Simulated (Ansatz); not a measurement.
A CCSD(T) single point on Cl$_{2}$FNbS, SMILES `[F][Nb](=[S])([Cl])[Cl]`.

```yaml
crystal:
  periodic: [false, false, false]
  atoms:
    - {symbol: F, position_ang: [-0.264987, -0.282065, 1.883788]}
    - {symbol: Nb, position_ang: [-0.003271, -0.025913, 0.076417]}
    - {symbol: S, position_ang: [1.638086, -1.223346, -0.526408]}
    - {symbol: Cl, position_ang: [-1.821630, -0.678487, -1.105272]}
    - {symbol: Cl, position_ang: [0.501801, 2.136111, -0.369927]}
basis:
  gaussian: {orbitals: def2-TZVPP}
correlation: {method: ccsd_t}
output: {orbitals: {seedname: orbitals}}
```

```sh
$ ansatz run in.yaml --threads 4 --pin off --events-out ev --progress --plain --max-ram 10444MiB
```

Log, shortened:

```
Functional definition: HF
1332 factors; integrals over basis functions are off by at most 1.2e-3 eV
mean field evaluation 1: about -40066.3505 eV, gradient 5.2e1 eV
mean field evaluation 2: about -40066.6220 eV, gradient 5.3e1 eV
mean field evaluation 4: about -40073.0890 eV, gradient 7.0e0 eV
mean field evaluation 8: about -40073.2115 eV, gradient 8.8e-1 eV
mean field evaluation 16: about -40073.2157 eV, gradient 1.9e-6 eV
mean field -40073.21572627 eV, -1472.6635153392 hartree, gradient 2.1e-6 eV, S^2 0.000000; 0 other end points of the search recorded, 0 dependent functions left out
16 core orbitals not correlated: weight in the atoms' cores, before any rotation towards them, 1.000 or more for the frozen orbitals, at most 0.000 for the correlated occupied ones
reference -40073.21572627 eV, -1472.6635153392 hartree; 20, 20 occupied and 177, 177 virtual orbitals, 1332 factors
second order -34.81346042 eV of doubles, -0.00000000 eV of singles
cycle   1  -32.94054589 eV  change     1.9e0 eV  update   2.9e-1
cycle   2  -34.31572151 eV  change    -1.4e0 eV  update   2.0e-1
cycle   3  -34.64820007 eV  change   -3.3e-1 eV  update   4.5e-2
cycle   4  -34.66910375 eV  change   -2.1e-2 eV  update   2.1e-2
cycle   5  -34.64381096 eV  change    2.5e-2 eV  update   7.9e-3
cycle   6  -34.63998866 eV  change    3.8e-3 eV  update   3.5e-3
cycle   7  -34.64160669 eV  change   -1.6e-3 eV  update   1.8e-3
cycle   8  -34.64132127 eV  change    2.9e-4 eV  update   8.3e-4
cycle   9  -34.64147648 eV  change   -1.6e-4 eV  update   3.8e-4
cycle  10  -34.64207392 eV  change   -6.0e-4 eV  update   1.6e-4
cycle  11  -34.64177900 eV  change    2.9e-4 eV  update   8.1e-5
cycle  12  -34.64160906 eV  change    1.7e-4 eV  update   4.7e-5
cycle  13  -34.64169976 eV  change   -9.1e-5 eV  update   1.7e-5
cycle  14  -34.64166708 eV  change    3.3e-5 eV  update   8.0e-6
perturbative correction -1.99372045 eV, -0.0732678753 hartree
Total energy: -40109.85111381 eV, -1474.0098409988 hartree
```

It took 52 s on 4 threads of an Arm Neoverse V1 on a shared host, with 2.1 GiB of host memory at the peak.

MP2 recovers 95.0 % of the CCSD(T) correlation energy and the triples give 5.4 %; T1 = 0.0223.
